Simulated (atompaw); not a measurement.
**Reading a pseudo-wave (Au (Z = 79))**

Columns: radius, all-electron u(r) and pseudo u(r) of the 6s shell (level -7.54 eV) of gold in the configuration [Xe] 4f14 5d10 6s0.75 6p0; PBE, scalar-relativistic, PAW (atompaw) scheme, atompaw 4.2.0.5.

| r (bohr) | all-electron | pseudo |
| --- | --- | --- |
| 0.115 | -0.1206 | 0.0721 |
| 0.231 | 0.0755 | 0.1440 |
| 0.346 | 0.1913 | 0.2136 |
| 0.462 | 0.0062 | 0.2812 |
| 0.577 | -0.2015 | 0.3449 |
| 0.692 | -0.3049 | 0.4047 |
| 0.808 | -0.2971 | 0.4605 |
| 0.923 | -0.2122 | 0.5107 |
| 1.038 | -0.0871 | 0.5555 |
| 1.154 | 0.0520 | 0.5950 |
| 1.269 | 0.1852 | 0.6284 |
| 1.385 | 0.3055 | 0.6562 |
| 1.500 | 0.4067 | 0.6780 |
| 1.615 | 0.4891 | 0.6942 |
| 1.731 | 0.5542 | 0.7052 |
| 1.846 | 0.6024 | 0.7112 |
| 1.962 | 0.6366 | 0.7125 |
| 2.077 | 0.6583 | 0.7096 |
| 2.192 | 0.6699 | 0.7031 |
| 2.308 | 0.6730 | 0.6932 |
| 2.423 | 0.6691 | 0.6805 |
| 2.538 | 0.6597 | 0.6654 |
| 2.654 | 0.6456 | 0.6480 |
| 2.769 | 0.6283 | 0.6290 |
| 2.885 | 0.6082 | 0.6082 |
| 3.000 | 0.5863 | 0.5863 |

Task: How many radial nodes do the two functions have?

Result: The all-electron 6s function has n − l − 1 = 5 (the table is too coarse to show those close to the nucleus); the pseudo-wave has 0, since the states of the same l below it are removed with the core.

Task: Is the pseudo-wave norm-conserving?

Result: No, it belongs to a PAW set: the norm inside the radius is not constrained, and the difference is carried by the augmentation charge.
